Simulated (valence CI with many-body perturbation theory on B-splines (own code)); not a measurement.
**Sn XX: key properties**

Computed by valence CI with perturbative core correlation (CI+MBPT): three valence electrons over a frozen Dirac-Fock core [Ar] 3d10, radial functions for each j: 11 s, 11 p, 10 d, 8 f, 5 g, 2 h, with the one-electron correlation potential Σ1, the two-electron term Σ2, the three-electron term Σ3, Breit, model QED; selected CI, second order for the rest, scaled by the run's own slope (own B-spline code, finite nucleus).

No measured spectrum was set against this ion. As an estimate, levels hold to about 250 cm⁻¹ or 0.2 % of their energy and the worst to 1 %, as in measured heavy ions of charge 2 to 7; those with d or f electrons hold less well.

Names give the largest LS component (configuration and term), which can be under half, so a name can repeat, a term be missing and a line seem to break the LS rules; names also repeat where a configuration has a term twice.

Rates and lifetimes use the calculated energies. Strong lines usually hold to 10 to 20 %, long lifetimes can be off by a factor of two.

(1) What is the ground level?

(2) Where does the other parity begin?

(3) Among levels below 278.26 eV, which E1 lines absorb most strongly from the ground level?

(4) How is the term ²P° of the ground level split?

(5) How well does LS coupling describe the low levels?

(6) What is the ionisation energy?

(7) Name the longest-lived excited levels whose lifetime is computed, and their main decay.

Results:

(1) 4s²4p ²P°_1/2, composition 99 % 4s²4p ²P°, g = 0.664.

(2) At 4s4p² ⁴P_1/2, 40.79 eV.

(3) to 4s²4d ²D_3/2 at 14.00 nm, f = 0.859; to 4s4p² ²P_1/2 at 20.20 nm, f = 0.450; to 4s4p² ²D_3/2 at 21.68 nm, f = 0.294.

(4) J = 1/2 at 0.00, J = 3/2 at 10.97 eV.

(5) Among the lowest 20 levels the leading LS term, summed over configurations, holds 82 % on average. For single configurations the figures are 79 % in LS and 85 % in jj coupling. Terms mix most in the J = 3/2 level at 101.70 eV, where the leading one holds 35 %.

(6) 538.65 eV; NIST lists 537 ± 4 eV (theoretical).

(7) 4s²4p ²P°_3/2 at 10.97 eV lives 160 μs, mostly by M1 to 4s²4p ²P°_1/2. The lifetime of 4s4p4d ⁴F°_9/2 is too uncertain to give, and may be longer.
